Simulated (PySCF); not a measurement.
Compound: C6H15N.
Z-matrix (Å and degrees, PBE0-D3(BJ)/def2-SVP geometry), rows numbered from 1:
```
C 
C   1  1.5246
C   2  1.5255  1  110.79
C   2  1.5419  1  111.82  3   127.66
C   4  1.5243  2  114.15  1   -70.91
C   4  1.5302  2  112.26  1   162.86
N   6  1.4492  4  112.01  2   -56.97
H   1  1.1018  2  111.43  3   177.29
H   1  1.1014  2  110.98  3    57.39
H   1  1.1026  2  111.91  3   -62.17
H   2  1.1030  1  107.99  3  -117.44
H   3  1.1008  2  112.17  1  -179.52
H   3  1.1012  2  110.50  1   -60.08
H   3  1.1023  2  111.82  1    59.20
H   4  1.1083  2  106.03  1    47.18
H   5  1.1019  4  111.43  2   -68.18
H   5  1.1001  4  111.95  2    52.36
H   5  1.1012  4  111.01  2   172.34
H   6  1.1040  4  108.99  2    62.67
H   6  1.1117  4  107.81  2   176.80
H   7  1.0186  6  110.38  4   -70.11
H   7  1.0167  6  110.95  4   172.07
```

Computed with PySCF at PBE0/def2-SVPD, non-relativistic, on one gas-phase PBE0-D3(BJ)/def2-SVP geometry that isn't relaxed in the solvent. The solvent is an IEF-PCM continuum (van der Waals radii × 1.2), and excitations are vertical TDDFT with non-equilibrium linear response and a frozen core. The model holds no explicit solvent molecules, cavitation or dispersion.

```csv
run,E − E(gas) (kcal/mol),HOMO (eV),HOMO–LUMO gap (eV),dipole (D),lowest singlet (eV),static polarisability (au)
gas,0.00,-6.83,7.54,1.32,6.19,84.2
P,-3.60,-6.80,7.68,1.81,6.42,115.4
Q,-2.46,-6.78,7.63,1.63,6.34,104.6
```

The runs were made in chloroform and dimethylsulfoxide. Which run belongs to which solvent?

P = dimethylsulfoxide, Q = chloroform. The dielectric constants are 4.711 (chloroform), 46.83 (dimethylsulfoxide), and the energy falls further as ε rises. The optical constants n² used for the excitations are 2.09, 2.19 in the same order. In this model the ground state sees the solvent through ε alone.

How constant is the ratio of the lowering to (ε − 1)/(2ε + 1)?

```csv
solvent,(ε − 1)/(2ε + 1),E − E(gas) (kcal/mol),ratio (kcal/mol),polarisation term (kcal/mol)
chloroform,0.356,-2.46,-6.9,-2.71
dimethylsulfoxide,0.484,-3.60,-7.4,-4.20
```

The ratio changes by +7.7 % in size from chloroform to dimethylsulfoxide. The polarisation term is half the interaction of the solute with the induced surface charges.

The run took about 1.8 min of CPU time (one thread, shared machine). This is the whole response run at PBE0/def2-SVPD in dimethylsulfoxide, SCF included.
